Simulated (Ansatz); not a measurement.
Input for Ansatz (a first-principles code): U-PBE0/def2-TZVPP on Ge2, 2S+1 = 3, a spin state set in the input, which need not be the lowest, a point of a bond scan (R = 2.393 Å).

Ansatz 0.2 input:
```yaml
crystal:
  periodic: [false, false, false]
  atoms:
    - {symbol: Ge, position_ang: [0.00000000, 0.00000000, 0.00000000]}
    - {symbol: Ge, position_ang: [0.00000000, 0.00000000, 2.39270800]}
basis:
  gaussian:
    orbitals: def2-TZVPP
    pivot_positions_ang: [[0.00000000, 0.00000000, 0.00000000], [0.00000000, 0.00000000, 2.39270800]]
hamiltonian:
  xc: {name: PBE0}
magnetization: {spin_polarized: true, initial_magnetization: 2}
output: {forces: true, orbitals: {seedname: ./end}}
```

The log:

```
WARN ansatz: RAYON_NUM_THREADS=2 ignored (pool sized by the plan → 2); use --threads N
Functional definition: PBE0
integrals: 0.04 GiB planned
660 factors; integrals over basis functions are off by at most 2.3e-4 eV
mean field: 0.57 GiB planned
mean field evaluation 1: about -113020.0739 eV, gradient 9.6e0 eV
mean field evaluation 2: about -113020.2137 eV, gradient 7.6e0 eV
mean field evaluation 4: about -113020.2836 eV, gradient 2.7e-1 eV
mean field evaluation 8: about -113020.3002 eV, gradient 3.8e-3 eV
mean field evaluation 16: about -113020.3002 eV, gradient 3.8e-5 eV
mean field -113020.30023447 eV, -4153.4194257059 hartree, gradient 2.9e-6 eV, S^2 2.004463; 2 other end points of the search recorded, 0 dependent functions left out
the calculation of the forces begins
reference -113020.30025434 eV, -4153.4194264360 hartree; 33, 31 occupied and 63, 65 virtual orbitals, 660 factors
Total energy: -113020.30025434 eV, -4153.4194264360 hartree
Atom 0 at     0.000000     0.000000     0.000000 Å, force     0.000000     0.000000     0.110640 eV/Å
Atom 1 at     0.000000     0.000000     2.392708 Å, force    -0.000000     0.000000    -0.110640 eV/Å
Dipole moment:    -0.000000    -0.000000    -0.000000 e Å
```

The run converged.

Cost: roughly 7 core-seconds.
